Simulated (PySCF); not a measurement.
**Excited states of Ga³⁺ (gallium, charge +3)**

Ground state [Ar] 3d10, ¹S. Calculation: PySCF 2.14, in x2c-TZVPall with one added diffuse shell each of s, p, d type (7s6p5d1f, 57 functions); scalar relativity by spin-free X2C-1e. Vertical excitation energies in eV without spin-orbit coupling; excited terms of each kind are numbered among those the solver found. Frozen: [Ar].

```csv
term,leading excitation,EOM-EE-CCSD
1 3D,3d → s,18.297
1 1D,3d → s,18.843
1 3P°,3d → p,27.483
1 3F°,3d → p,27.895
1 1F°,3d → p,28.183
1 1D°,3d → p,28.603
1 3D°,3d → p,28.616
1 1P°,3d → p,28.728
1 3F,3d → d,40.488
1 1G,3d → d,40.598
2 3F,3d → d,40.862
2 3D,3d → s,41.791
2 1D,3d → s,41.921
```

The solver can miss terms.
